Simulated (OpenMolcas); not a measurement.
Computed levels of 3s2 3p2 in ions with 14 electrons, in cm-1 above 3P0.

```
Program             : OpenMolcas 26.06
Method              : MS-RASPT2, IPEA 0.25 Eh, imaginary shift 0.1 Eh
Basis               : ANO-R2
Scalar Hamiltonian  : X2C, finite nucleus
Spin-orbit coupling : state interaction with AMFI integrals over the reference wave functions, term energies averaged over their components
```

Active space for each ion: 4 electrons in 9 orbitals (RAS2 3s 3p; RAS3 3d, at most 2 electrons); closed shells correlated by CASPT2: 2s 2p.

| Level | S2+ | Ar4+ |
| --- | --- | --- |
| 3P1 | 262 | 686 |
| 3P2 | 741 | 1851 |
| 1D2 | 11730 | 16610 |
| 1S0 | 28030 | 38660 |

Task: Estimate 3P2, 1D2, 1S0 for Cl3+ from its neighbours S2+ and Ar4+.

Result: 3P2 is fine structure, which grows about as the fourth power of a screened charge, so the fourth roots are averaged: ((741^0.25 + 1851^0.25) / 2)^4 = 1202. The calculation gives 1206, so the estimate is off by -0.3 %; the measured value is 1341 (Moore, Atomic Energy Levels, vol. I, NSRDS-NBS 35 (1971 reprint of NBS Circular 467, 1949)).
1D2 is another term, which grows about linearly with the charge: (11730 + 16610) / 2 = 14170. The calculation gives 14140, so the estimate is off by +0.2 %; the measured value is 13766 (Moore, Atomic Energy Levels, vol. I, NSRDS-NBS 35 (1971 reprint of NBS Circular 467, 1949)).
1S0 is another term, which grows about linearly with the charge: (28030 + 38660) / 2 = 33345. The calculation gives 33390, so the estimate is off by -0.1 %; the measured value is 32550 (Moore, Atomic Energy Levels, vol. I, NSRDS-NBS 35 (1971 reprint of NBS Circular 467, 1949)).

CASPT2 does not keep the components of a term degenerate, so their means are used; among the terms shown or strongly mixed into the levels shown the widest spread is 38 cm-1 (3s2 3p2 1D, Ar4+). The run also gave levels led by 3s 3p2 3d, 3s2 3p 3d, which use shells meant for correlation; these and all levels above them are left out (holds for S2+). Active for correlation alone: 3d; no level in the range computed is led by a configuration that fills it, so any true level of that kind is missing (holds for Cl3+; Ar4+). Measured partners are found by configuration, term and J. A level has none where our copy of the source lacks it or the pairing is in doubt (some pairs that miss far off the trend of their configuration count as doubtful), and it then counts in no deviation. Levels of configurations outside the active space are missing.
